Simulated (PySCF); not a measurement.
From one molecule to another.

First species: 4-fluoro-N-methylaniline, C7H8FN.
Atom-mapped SMILES: `[CH3:1][NH:2][c:3]1[cH:4][cH:5][c:6]([F:7])[cH:8][cH:9]1` (hydrogens: H10, H11, H12 on C1; H13 on N2; H14 on C4; H15 on C5; H16 on C8; H17 on C9)

Second species: C5H11As.
SMILES: `C=CC[C@H](C)[AsH2]`

Levels: CAM-B3LYP/def2-SVPD for dipole moment, HOMO energy, LUMO energy, HOMO–LUMO gap, static isotropic polarisability and electronic spatial extent ⟨r²⟩ about the centre of nuclear charge; TDDFT CAM-B3LYP/def2-SVPD for lowest singlet excitation; PBE0-D3(BJ)/def2-SVP for rotational constant A and rotational constant C. Geometries: PBE0-D3(BJ)/def2-SVP. All species are isolated and taken at one optimised geometry, non-relativistic unless stated; the electronic structure was computed with PySCF and density fitting.

The conformers computed, where there is a choice (atom-mapped SMILES and torsion angles):
- `[CH3:1][NH:2][c:3]1[cH:4][cH:5][c:6]([F:7])[cH:8][cH:9]1`: C1–N2–C3–C4 -12°
- `[CH2:1]=[CH:2][CH2:3][C@H:4]([CH3:5])[AsH2:6]`: C1–C2–C3–C4 115°, C2–C3–C4–C5 -174°, H–As6–C4–C3 74°, H–As6–C4–C3 167°

Values for the first species:

| Item | Value |
| --- | --- |
| Dipole moment | 3.42 D |
| HOMO energy | -6.91 eV |
| LUMO energy | 0.67 eV |
| HOMO–LUMO gap | 7.58 eV |
| Lowest singlet excitation | 4.55 eV |
| Static isotropic polarisability | 91.9 au |
| Electronic spatial extent ⟨r²⟩ about the centre of nuclear charge | 1366 bohr² |
| Rotational constant A | 4.834 GHz |
| Rotational constant C | 0.801 GHz |

**Question.** Estimate the same properties for the second species, and the change in each.

**Answer.** 
| property | first | second | second less first |
| --- | --- | --- | --- |
| dipole moment | 3.42 D | 1.04 D | -2.38 D |
| HOMO energy | -6.91 eV | -8.36 eV | -1.45 eV |
| LUMO energy | 0.67 eV | 1.02 eV | +0.35 eV |
| HOMO–LUMO gap | 7.58 eV | 9.38 eV | +1.80 eV |
| lowest singlet excitation | 4.55 eV | 6.29 eV | +1.74 eV |
| static isotropic polarisability | 91.9 au | 95.2 au | +3.3 au |
| electronic spatial extent ⟨r²⟩ about the centre of nuclear charge | 1366 bohr² | 1182 bohr² | -184 bohr² |
| rotational constant A | 4.834 GHz | 3.197 GHz | -1.637 GHz |
| rotational constant C | 0.801 GHz | 0.991 GHz | +0.190 GHz |

On the first: No computed singlet falls in the visible range (750 to 380 nm, 1.65 to 3.26 eV); S1 lies 1.29 eV above its blue end. The dipole equals about 11.4 × 10⁻³⁰ C·m (1 D = 3.33564 × 10⁻³⁰ C·m).

On the second: S1 lies 3.09 eV below the HOMO–LUMO gap; its leading configuration is HOMO→LUMO, weight 0.80. The polarisability is 14.11 Å³ as a volume (1 au = 0.148185 Å³), or 1.29 au for each of the 74 electrons. The calculation is non-relativistic and has no spin–orbit coupling, an omission that weighs most on arsenic.
